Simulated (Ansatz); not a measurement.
**Which is lower?**

Two relaxed structures of AlBH4Te, closed shell (PBE0-D4/def2-TZVP; forces vanish, vibrations not checked).

A:

```tsv
atom	x (Å)	y (Å)	z (Å)
B1	-0.1584	0.5009	-0.7463
Te2	-1.7982	-0.6556	-0.1098
Al3	1.4618	0.9579	0.4398
H4	-2.3820	-1.4377	-1.4796
H5	-1.5343	-2.2090	0.5584
H6	2.8663	0.2608	0.1624
H7	1.3474	2.1753	1.4609
```

B:

B1  (-1.167, -0.674, -0.717)
Te2  (-0.372, 1.344, -1.706)
Al3  (0.878, 0.159, -0.067)
H4  (-2.134, -0.439, -0.057)
H5  (-0.298, -1.110, 0.158)
H6  (2.071, -0.160, 0.897)
H7  (-1.197, -1.538, -1.542)
(Å)

Ansatz 0.2.0; basis: def2-TZVPP; cores frozen in the correlated methods. Filled d shells of the heavier atoms are correlated. Core potentials replace the inner electrons of the atoms past krypton. The def2 sets are not built for correlating such inner shells, so the correlated values are less sure here. B3LYP uses VWN-RPA correlation.

Problem. Which structure is lower at CCSD(T), and by how much? (An estimate is asked for; the value comes from the calculation.)

Solution. The calculation gives: B, by 4.987 eV (electronic energy, against the other). By their contacts, A is AlBH₄Te ([AlH2][B][TeH2]) and B is AlBH₄Te ([H]1[BH2]2[Te][AlH]12).

All methods give the same order:

```json
{"method": "PBE-D4", "E(B) − E(A) (eV)": "-4.891"}
{"method": "r2SCAN-D4", "E(B) − E(A) (eV)": "-5.057"}
{"method": "PBE0-D4", "E(B) − E(A) (eV)": "-5.091"}
{"method": "B3LYP-D4", "E(B) − E(A) (eV)": "-4.902"}
{"method": "wB97M-V", "E(B) − E(A) (eV)": "-5.157"}
{"method": "HF", "E(B) − E(A) (eV)": "-4.973"}
{"method": "MP2", "E(B) − E(A) (eV)": "-5.439"}
{"method": "CCSD", "E(B) − E(A) (eV)": "-5.000"}
{"method": "CCSD(T)", "E(B) − E(A) (eV)": "-4.987"}
```

No T1 diagnostic of these runs exceeds 0.017. The restricted Hartree–Fock reference is unstable towards an unrestricted one at one or more of these structures.

Labels in which every atom is bracketed show which atoms are joined, not bond orders.

For scale, one of the runs: CCSD(T)/def2-TZVPP, 179 basis functions, launched by `ansatz run in.yaml --threads 2 --pin off --events-out ev --progress --plain --max-ram 4352MiB`. Hardware: 2 CPU threads of an Arm Neoverse V2, shared host. Wall time 68 s; peak host memory 1.8 GiB.
